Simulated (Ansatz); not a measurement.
Z-matrix (Å, degrees):
```
C
N 1 1.448
H 1 1.092 2 109.8
H 1 1.103 2 113.7 3 121.8
H 1 1.094 2 109.4 3 -118.0
C 2 1.447 1 113.1 3 -176.5
H 2 1.012 1 109.7 3 -52.8
Sn 6 2.154 2 110.0 1 -178.3
H 6 1.103 2 114.2 1 57.7
H 6 1.095 2 109.0 1 -61.4
H 8 1.712 6 108.0 2 -46.2
H 8 1.711 6 110.8 2 -165.5
H 8 1.706 6 110.6 2 73.2
```

The species carries charge 0 and has multiplicity 1. Sn: def2 effective core potential.

(1) List the ωB97M-V/def2-TZVPP orbital energies in eV (Ansatz 0.2.0). (An estimate is asked.)

Results:

(1) Computed: Occupied: -394.41, -282.06, -281.85, -142.59, -97.15, -97.15, -97.12, -30.78, -30.77, -30.76, -30.64, -30.64, -28.05, -22.23, -20.27, -17.04, -15.94, -14.92, -14.61, -13.46, -12.77, -11.14, -11.07, -10.36, -8.85. Lowest empty: 1.58, 2.20, 2.40, 2.71, 3.09, 3.72, 3.88, 4.08.
